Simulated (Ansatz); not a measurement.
A set of 12 reactions (carbene extrusion), with CCSD(T)/CBS values in kJ/mol:

```tsv
reaction	ΔE
`CO[Si]F` → `[CH2]` (triplet) + `O[Si]F`	381.7
`C[Si]1([SiH3])BO1` → `[SiH3][SiH]1BO1` + `[CH2]` (triplet)	481.4
`CB(N)F` → `NBF` + `[CH2]` (triplet)	483.1
`BCB(C)O` → `[CH2]` (triplet) + `BCBO`	486.0
`N[SiH](F)CF` → `[CH2]` (triplet) + `N[SiH](F)F`	206.2
`C/C=C/CCl` → `C=CCCl` + `[CH2]` (triplet)	447.4
`[CH3][Al]([CH3])[N]=C=O` → `[CH3][AlH][N]=C=O` + `[CH2]` (triplet)	483.1
`C[O][Ga]([SH])[O][SiH3]` → `[CH2]` (triplet) + `[OH][Ga]([SH])[O][SiH3]`	373.5
`CC(Cl)Br` → `ClCBr` + `[CH2]` (triplet)	453.6
`C[O][Zr]([F])([F])[Br]` → `[CH2]` (triplet) + `[OH][Zr]([F])([F])[Br]`	393.2
`NBOCCF` → `NBOCF` + `[CH2]` (triplet)	413.0
`C[Se]B(F)Cl` → `[CH2]` (triplet) + `FB(Cl)[SeH]`	437.8
```

Isolated molecules relaxed with PBE0-D4/def2-TZVP in Ansatz; ΔE leaves out vibrations. CCSD(T)/CBS adds triple-zeta CCSD(T) − MP2 to the extrapolated MP2 energy (def2 sets, frozen cores). This one scheme is used for every species. Functionals use def2-TZVPP. B3LYP here is the variant with VWN-RPA as its local correlation; programs differ in this. Triplets are unrestricted, without spin–orbit coupling. Elements past krypton have def2 core potentials. For Br, Ga, Se, Zr outer-core shells are correlated without core-valence functions, which leaves a few kJ/mol of doubt a bond. Scalar relativity is left out up to krypton. Each species was taken in one conformer, which may not be the lowest.

Give the mean, mean absolute and largest difference (level minus CCSD(T)/CBS, kJ/mol) for: PBE-D4, r2SCAN-D4, PBE0-D4, B3LYP-D4, B2PLYP, PBE, PBE0, B3LYP, HF/def2-TZVPP, SCS-MP2/def2-TZVPP, CCSD/def2-TZVPP, HF/def2-QZVPP, SCS-MP2/def2-QZVPP, HF/CBS(def2). (Estimate.)

Ansatz gave: 
```
             level    mean  mean absolute  largest
            PBE-D4     9.3            9.3     28.6
         r2SCAN-D4   -20.0           20.0    -24.1
           PBE0-D4    -0.5            2.5     11.1
          B3LYP-D4    -4.4            5.9    -11.0
            B2PLYP    -8.3            8.3    -12.9
               PBE     3.1            4.2     22.5
              PBE0    -6.0            6.9    -11.9
             B3LYP   -14.4           14.4    -23.0
     HF/def2-TZVPP  -146.9          146.9   -155.0
SCS-MP2/def2-TZVPP     1.9            2.4      7.5
   CCSD/def2-TZVPP   -22.2           22.2    -24.8
     HF/def2-QZVPP  -147.0          147.0   -154.9
SCS-MP2/def2-QZVPP     9.3            9.3     12.7
      HF/CBS(def2)  -147.0          147.0   -154.9
```

The largest T1 diagnostic in the set is 0.017, for `[SiH3][SiH]1BO1` (customary mark 0.02).

CCSD(T)/CBS is a level of theory with its own doubt, and the functionals carry their triple-zeta basis error, so these figures describe this set and don't rank the functionals.
